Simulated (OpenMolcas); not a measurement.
**P I: effect of the active space**

| Property | Result |
| --- | --- |
| Program | OpenMolcas 26.06 |
| Method | CASSCF or its RAS form |
| Basis | ANO-RCC-VQZP |
| Scalar Hamiltonian | DKH2, point nucleus |
| Spin-orbit coupling | RASSI with atomic mean-field integrals over the reference wave functions, term energies averaged over their components |

A. 3 electrons in 3 orbitals (3p); 2S+1 = 4 odd, 1 root; 2S+1 = 2 odd, 8 roots; cost of the order of 2 core-seconds
B. 5 electrons in 4 orbitals (3s 3p); 2S+1 = 4 odd, 1 root; 2S+1 = 2 odd, 8 roots; cost about 6 core-seconds
C. 5 electrons in 8 orbitals (3s 3p 4s 4p); 2S+1 = 4 odd, 1 root; 2S+1 = 2 odd, 8 roots; 2S+1 = 4 even, 3 roots; 2S+1 = 2 even, 9 roots; cost roughly 14 core-seconds
D. 3 electrons in 9 orbitals (RAS2 3p; RAS3 3d 4s, at most 1 electron); 2S+1 = 4 odd, 1 root; 2S+1 = 2 odd, 8 roots; 2S+1 = 4 even, 15 roots; 2S+1 = 2 even, 18 roots; cost about 17 core-seconds
E. 5 electrons in 9 orbitals (RAS2 3s 3p; RAS3 3d, at most 2 electrons); 2S+1 = 4 odd, 1 root; 2S+1 = 2 odd, 8 roots; 2S+1 = 2 even, 8 roots; cost about 20 core-seconds

Energies in cm-1 above 3s2 3p3 4S* 3/2, the measured ground level; measured values from NIST Handbook of Basic Atomic Spectroscopic Data.

```tsv
Level	A	B	C	D	E	Measured
3s2 3p3 4S* 3/2	0.0	0.0	0.0	0.0	0.0	0.0
3s2 3p3 2D* 3/2	15351	15336	14649	15351	14576	11361
3s2 3p3 2D* 5/2	15357	15347	14670	15357	14584	11377
3s2 3p3 2P* 1/2	25381	20715	19548	25381	22681	18723
3s2 3p3 2P* 3/2	25389	20720	19560	25389	22685	18748
```

Deviations, from unrounded energies. A percentage is the sum of absolute deviations over the sum of measured energies, with the sign that they share, or ± where signs differ.

```tsv
Against measurement	Levels	A	B	C	D	E
mean absolute deviation (cm-1)	4	5300	3000	2100	5300	3600
other terms of the ground configuration (%)	4	+35.3	+19.8	+13.7	+35.3	+23.8
```

C lies closest to measurement on these levels and D furthest from it. The largest miss of C in the table is 3s2 3p3 2D* 5/2, by +3300 cm-1. The ranking rests on the paired levels alone, and a cruder setting can come out closer through cancelling errors.

Among A to E the level of the table that moves most is 3s2 3p3 2P* 1/2, by 5800 cm-1 (lowest in C, highest in D).

Without dynamic correlation excited terms often stand tens of per cent too high (terms of higher spin than the ground term too low), and those without a measured partner can miss by more than the paired ones. With the s shell closed, the reference lacks s² → p² mixing (holds for A; D). No level of 3s 3p4 was computed, though it lies in the active space (holds for B; C). The run also gave levels led by 3s2 3p2 4s, which use shells meant for correlation; these and all levels above them are left out (holds for C). The run also gave levels led by 3s2 3p2 3d, which use shells meant for correlation; these and all levels above them are left out (holds for E). Measured partners are found by configuration, term and J. A level has none where our copy of the source lacks it or the pairing is in doubt (some pairs that miss far off the trend of their configuration count as doubtful), and it then counts in no deviation. Levels of configurations outside the active space are missing. The table leaves out levels that lie high or whose names do not pair safely across all columns.

* marks odd parity.
